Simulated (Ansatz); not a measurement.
Ansatz (an electronic-structure program) input file for Si(F)(Cl)(Br)(OH) (BrClFHOSi), SMILES Br[Si](F)(O)Cl, PBE0/def2-SVPD. The structure is a stationary point at B3LYP-D3(BJ)/def2-SVP. The values are those of a single conformer.

Ansatz 0.2 input:
```yaml
crystal:
  periodic: [false, false, false]
  atoms:
    - {symbol: O, position_ang: [-1.63387157, -1.17536601, -0.48900235]}
    - {symbol: Si, position_ang: [-0.26736239, -0.60659032, 0.20509023]}
    - {symbol: F, position_ang: [-0.31719739, -0.79426824, 1.80488534]}
    - {symbol: Cl, position_ang: [1.29604983, -1.69264704, -0.51641626]}
    - {symbol: Br, position_ang: [0.00211824, 1.55613726, -0.17167154]}
    - {symbol: H, position_ang: [-2.43816304, -0.64619776, -0.41563218]}
basis:
  gaussian:
    orbitals: def2-SVPD
hamiltonian:
  xc: {name: PBE0}
```

Output:

```
WARN ansatz: RAYON_NUM_THREADS=1 ignored (pool sized by the plan → 1); use --threads N
Functional definition: PBE0
integrals: 0.10 GiB planned
1442 factors; their error is unknown
mean field: 0.86 GiB planned
mean field evaluation 1: about -95188.7474 eV, gradient 5.6e1 eV
mean field evaluation 2: about -95179.1170 eV, gradient 9.2e1 eV
mean field evaluation 4: about -95193.9968 eV, gradient 3.9e0 eV
mean field evaluation 8: about -95194.0242 eV, gradient 4.6e-2 eV
mean field evaluation 16: about -95194.3489 eV, gradient 2.6e-5 eV
mean field -95194.34890514 eV, -3498.3277972168 hartree, gradient 2.6e-5 eV, S^2 0.000000; 0 other end points of the search recorded, 0 dependent functions left out
reference -95194.34894674 eV, -3498.3277987453 hartree; 42, 42 occupied and 104, 104 virtual orbitals, 1442 factors
Total energy: -95194.34894674 eV, -3498.3277987453 hartree
```

The calculation finished and met its thresholds.
